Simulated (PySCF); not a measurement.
A species of formula CH10GeSi2 has this rotational fingerprint, computed with PySCF 2.14.0, PBE0-D3(BJ)/def2-SVP geometry optimisation, gas phase:

- Rotational constants: A = 4123, B = 1119, C = 937.9 MHz
- Dipole components: |μa| = 0.60 D, |μb| = 0.56 D, |μc| = 0.55 D
- Inertial defect: -35.23 u·Å²
- κ: -0.89

**Question.** Which structure is it? (One computed conformer of each.)
A. `[SiH3:1][CH2:2][SiH2:3][GeH3:4]` with Si1–C2–Si3–Ge4 59°
B. `[CH3:1][GeH2:2][SiH2:3][SiH3:4]` with C1–Ge2–Si3–Si4 -59°

**Answer.** A. It is [SiH3]C[SiH2][GeH3], an asymmetric top, point group C1. The candidates at the same level (rigid rotor, commonest isotopes):

```json
{"SMILES": "[SiH3]C[SiH2][GeH3]", "A (MHz)": "4123", "B (MHz)": "1119", "C (MHz)": "937.9", "μa (D)": "0.60", "μb (D)": "0.56", "μc (D)": "0.55", "Δ (u·Å²)": "-35.23", "point group": "C1", "rotor": "asymmetric top"}
{"SMILES": "[CH3][GeH2][SiH2][SiH3]", "A (MHz)": "4243", "B (MHz)": "1201", "C (MHz)": "1044", "μa (D)": "0.43", "μb (D)": "0.54", "μc (D)": "0.29", "Δ (u·Å²)": "-55.46", "point group": "C1", "rotor": "near-prolate asymmetric top"}
```

`[CH3][GeH2][SiH2][SiH3]` has C 11 % too high. No structure here is proved a minimum.
